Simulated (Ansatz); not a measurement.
Geometry optimisation, RKS PBE/def2-SVP in Ansatz.

input.yaml

```yaml
crystal:
  periodic: [false, false, false]
  atoms:
    - { symbol: P, position_ang: [-0.7125, -0.1707, -1.2988] }
    - { symbol: O, position_ang: [-0.5519, -0.1105, 0.4108] }
    - { symbol: Sb, position_ang: [1.3211, 0.533, 0.6688] }
    - { symbol: H, position_ang: [-2.0111, -0.7075, -1.2403] }
    - { symbol: H, position_ang: [-1.2658, 1.2278, -1.3793] }
    - { symbol: H, position_ang: [1.2616, 0.2381, 2.4118] }
    - { symbol: H, position_ang: [2.0198, -1.0782, 0.3813] }
basis:
  gaussian: { orbitals: def2-SVP }
hamiltonian:
  xc: pbe
relax:
  f_tol: 0.02
  max_steps: 50
```

Run as:

```bash
$ ansatz run input.yaml --threads 1 --pin off --max-ram 2048MiB --backend cpu --events-out ev --progress --plain --runs-dir out
```

Question: Where does it end, and by what steps?

Answer: The forces met the threshold. The force dipped under the threshold on the way, but the program's further checks kept it going. After 10 steps the energy has fallen by 0.310 eV; H5 moved furthest, 0.74 Å. Parted: P1–Sb3.

```csv
step,energy less start (eV),largest force component (eV/Å),accepted
0,0.0000,1.386,yes
1,-0.2015,0.861,yes
2,-0.2461,0.762,yes
3,-0.2805,0.484,yes
4,-0.2972,0.256,yes
5,-0.3072,0.079,yes
6,-0.3074,0.105,yes
7,-0.3101,0.011,yes
8,-0.3102,0.039,yes
9,-0.3104,0.025,yes
10,-0.3105,0.019,yes
```

```xyz
7
Properties=species:S:1:pos:R:3
P -0.813 0.282 -1.382
O -0.361 0.157 0.238
Sb 1.643 0.286 0.636
H -1.653 -0.898 -1.486
H -1.980 1.128 -1.222
H 1.330 0.411 2.342
H 1.895 -1.434 0.828
```

Whether the end is a true minimum wasn't checked by a vibrational analysis.

Run time: 26 s on 1 thread of Arm Neoverse V1, on a shared host, peak memory 0.14 GiB.
